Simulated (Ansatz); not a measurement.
`[CH3][Sn]([CH3])([CH3])[Br]` → `CBr` + `[CH3][Sn][CH3]` at 400 K and 1 bar (stannylene formation by 1,1-elimination).

Computed with Ansatz on PBE0-D4/def2-TZVP structures; ΔE is electronic, products minus reactants. CCSD(T)/CBS is the MP2 limit (def2-TZVPP, def2-QZVPP) plus CCSD(T) − MP2 in def2-TZVPP, frozen cores. def2 core potentials past Kr. For Br, Sn outer-core shells are correlated without core-valence functions, which leaves a few kJ/mol of doubt a bond. Scalar relativity is left out up to krypton.

| species | CCSD(T)/CBS energy (Eh) | H − E (kJ/mol) | S (J/(mol·K)) |
| --- | --- | --- | --- |
| `[CH3][Sn]([CH3])([CH3])[Br]` | -2906.99709 | 331.3 | 470.5 |
| `CBr` | -2613.17401 | 113.0 | 259.0 |
| `[CH3][Sn][CH3]` | -293.72612 | 210.8 | 365.9 |

H − E and S are ideal-gas, rigid-rotor, harmonic terms from PBE0-D4/def2-TZVP. 1 Eh = 2625.50 kJ/mol, R = 8.31446 J/(mol·K).

Task: By hand: ΔE, ΔH, ΔS and ΔG.

Result: ΔE = (-2613.17401) + (-293.72612) − (-2906.99709) = 0.09696 Eh = 254.6 kJ/mol. Δ(H − E) = 113.0 + 210.8 − 331.3 = -7.5, so ΔH = 247.1 kJ/mol. ΔS = 259.0 + 365.9 − 470.5 = 154.4 J/(mol·K). ΔG = 247.1 − 400 × (154.4)/1000 = 185.3 kJ/mol.

Task: By hand: the equilibrium constant, and the temperature at which ΔG would vanish if ΔH and ΔS stayed fixed.

Result: log₁₀ K = −ΔG/(RT ln 10) = -24.2. ΔG = 0 at ΔH/ΔS = 1600 K.

The number of gas molecules changes by +1, which sets the sign of ΔS. A doubt of 5 kJ/mol in ΔE shifts log₁₀ K by 0.7 here. Modes under 60 cm⁻¹, often nearly free rotors, make the harmonic entropy too high. These are equilibria of isolated gas molecules and say nothing of rates. Largest T1 diagnostic: 0.013 (customary marks: 0.02 for closed shells, 0.045 for open ones).
